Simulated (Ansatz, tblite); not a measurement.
Cost and result up the ladder for [VBr4]- (VBr4⁻) (5 atoms). Charge -1, multiplicity 3. Geometry: r2SCAN-D4/def2-SVPD.

```xyz
5

V     0.000    0.000    0.000
Br    2.238   -0.039   -0.849
Br   -1.115    1.970   -0.779
Br    0.055    0.008    2.393
Br   -1.177   -1.939   -0.765
```

Ansatz on 4 threads of Intel Xeon 6975P-C on a shared host; xTB runs through tblite on one thread. Times are rough, summed over both states, and most runs start from the orbitals of an earlier one. PBE0-D4/def2-TZVPD serves as the yardstick here, not as an exact answer. The other state is a doublet.

The xTB rows come from tblite. HOMO above LUMO, or a gap near zero within one spin, warns that the state may not be the lowest or that an electron is smeared out.

Raw xTB energies of ions are shifted by several eV, and xTB has no spin-polarisation term.

```json
{"level": "GFN2-xTB", "functions": "45", "wall time": "0.012 s", "vertical IE (eV)": "8.56", "difference from PBE0-D4/def2-TZVPD (eV)": "4.00", "remarks": "–"}
{"level": "GFN1-xTB", "functions": "45", "wall time": "0.013 s", "vertical IE (eV)": "7.06", "difference from PBE0-D4/def2-TZVPD (eV)": "2.51", "remarks": "–"}
{"level": "PBE-D4/def2-TZVPD", "functions": "276", "wall time": "16 s", "vertical IE (eV)": "3.54", "difference from PBE0-D4/def2-TZVPD (eV)": "-1.02", "remarks": "gap within one spin near zero (doublet)"}
{"level": "r2SCAN-D4/def2-TZVPD (with forces)", "functions": "276", "wall time": "37 s", "vertical IE (eV)": "4.04", "difference from PBE0-D4/def2-TZVPD (eV)": "-0.52", "remarks": "–"}
{"level": "PBE0-D4/def2-TZVPD", "functions": "276", "wall time": "59 s", "vertical IE (eV)": "4.56", "difference from PBE0-D4/def2-TZVPD (eV)": "0.00", "remarks": "–"}
```
